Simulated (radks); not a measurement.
Results of a calculation; reference values are marked as such.
The mean radii <r> (bohr) of the occupied orbitals of an atom or ion are listed with their occupations. Level of theory: Dirac Kohn-Sham, PBE, spin-unpolarised, spherical densities, point nucleus (a radial shooting solver on a logarithmic mesh with Libxc functionals).

orbital  occ.      <r>
1s1/2       2  0.02971
2s1/2       2   0.1281
2p1/2       2   0.1085
2p3/2       4   0.1137
3s1/2       2   0.3483
3p1/2       2   0.3394
3p3/2       4   0.3505
3d3/2       4   0.3223
3d5/2       6   0.3258
4s1/2       2   0.8480
4p1/2       2   0.9004
4p3/2       4   0.9303
4d3/2       4    1.143
4d5/2       6    1.157
7d3/2     0.4    12.29
7d5/2     0.6    12.30

Name the element and its charge. Open shells, if any, are shared by 2j + 1.

Answer. Z = 49, indium, charge +2: In2+ in [Kr] 4d10 7d1. The 1s radius gives Z: for a bare nucleus <r> = (2 gamma + 1)/(2Z) with gamma = sqrt(1 - (Z/c)^2), 0.02926 bohr for Z = 49, and screening makes it slightly larger (0.02971 here). The occupations add up to 47, and the charge is Z minus that.
